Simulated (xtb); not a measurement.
Cl3Sm, sextet, geometry from GFN2-xTB (such geometries of metal compounds can be far from the true shape) (GFN-xTB holds the 4f electrons in the core, so unpaired electrons go into valence orbitals and the state isn't the physical one); GFN2-xTB run with xtb.

xtb was given this input:
```
$ xtb mol.xyz --gfn 2 --uhf 5 --etemp 5000 --json

# file mol.xyz
4

Sm     0.43281855     0.21389868     0.08048489
Cl    -1.76748180    -0.74749701    -0.36908145
Cl    -1.13955784     1.84001456    -0.98267266
Cl     1.32852493    -1.87261862     1.05822096
```

It wrote (shortened):

```
   ID    Z sym.   atoms
    1   62 Sm     1
    2   17 Cl     2-4

           -------------------------------------------------
          |                Calculation Setup                |
           -------------------------------------------------

           -------------------------------------------------
          |                 G F N 2 - x T B                 |
           -------------------------------------------------

          ...................................................
          :                      SETUP                      :
          :.................................................:
          :  # basis functions                  40          :
          :  # atomic orbitals                  36          :
          :  # shells                           12          :
          :  # electrons                        24          :
          :  max. iterations                   250          :
          :  Hamiltonian                  GFN2-xTB          :
          :  restarted?                      false          :
          :  GBSA solvation                  false          :
          :  PC potential                    false          :
          :  electronic temp.         5000.0000000     K    :
          :  accuracy                    1.0000000          :
          :  -> integral cutoff          0.2500000E+02      :
          :  -> integral neglect         0.1000000E-07      :
          :  -> SCF convergence          0.1000000E-05 Eh   :
          :  -> wf. convergence          0.1000000E-03 e    :
          :  Broyden damping             0.4000000          :
          :  net charge                          0          :
          :  unpaired electrons                  5          :
          ...................................................

 iter      E             dE          RMSdq      gap      omega  full diag
   1     -2.9726098 -0.297261E+01  0.483E+01    0.19       0.0  T
   2    -11.5442068 -0.857160E+01  0.267E+01    0.16       1.0  T
   3    -12.8758487 -0.133164E+01  0.219E+01    0.00       1.0  T
   4    -14.4793855 -0.160354E+01  0.159E+01    0.06       1.0  T
   5    -14.4870834 -0.769795E-02  0.154E+01    0.07       1.0  T
   6    -14.4759123  0.111712E-01  0.156E+01    0.07       1.0  T
   7    -14.5355761 -0.596638E-01  0.980E+00    0.13       1.0  T
   8    -14.5749415 -0.393654E-01  0.984E+00    0.14       1.0  T
   9    -14.2764524  0.298489E+00  0.148E+01    0.08       1.0  T
[...]
         :: total energy             -14.764424596985 Eh    ::
[...]
        24                         -0.0206938              -0.5631
        25                         -0.0205443              -0.5590
       ...                                ...                  ...
        36                          0.8651497              23.5419
      -------------------------------------------------------------
                  HL-Gap            0.0028829 Eh            0.0784 eV
             Fermi-level           -0.4022761 Eh          -10.9465 eV

     #   Z          covCN         q      C6AA      α(0)
     1  62 Sm       2.145    -0.213   424.751    46.555
     2  17 Cl       1.064     0.063    97.345    15.095
     3  17 Cl       1.063     0.089    96.575    15.035
     4  17 Cl       0.715     0.060    97.104    15.072

 Mol. C6AA /au·bohr⁶  :       2462.252906
 Mol. C8AA /au·bohr⁸  :     250365.091886
 Mol. α(0) /au        :         91.756992

Wiberg/Mayer (AO) data.
largest (>0.10) Wiberg bond orders for each atom

 ---------------------------------------------------------------------------
     #   Z sym  total        # sym  WBO       # sym  WBO       # sym  WBO
 ---------------------------------------------------------------------------
     1  62 Sm   1.973 --     4 Cl   0.690     3 Cl   0.654     2 Cl   0.629
     2  17 Cl   0.845 --     1 Sm   0.629     3 Cl   0.188
     3  17 Cl   0.870 --     1 Sm   0.654     2 Cl   0.188
     4  17 Cl   0.745 --     1 Sm   0.690
 ---------------------------------------------------------------------------

Topologies differ in total number of bonds
Writing topology from bond orders to xtbtopo.mol

molecular dipole:
                 x           y           z       tot (Debye)
 q only:       -0.426      -0.077      -0.122
   full:        0.522       0.330       0.074       1.581
molecular quadrupole (traceless):
                xx          xy          yy          xz          yz          zz
 q only:        0.105      -1.464       0.960       1.169      -1.430      -1.065
  q+dip:        0.149       0.386       0.249       0.085      -0.093      -0.398
   full:       -1.000       1.977      -0.723      -2.020       1.882       1.724

           -------------------------------------------------
          | TOTAL ENERGY              -14.764424596985 Eh   |
          | GRADIENT NORM               0.021763410427 Eh/α |
          | HOMO-LUMO GAP               0.078448824271 eV   |
           -------------------------------------------------

normal termination of xtb
```
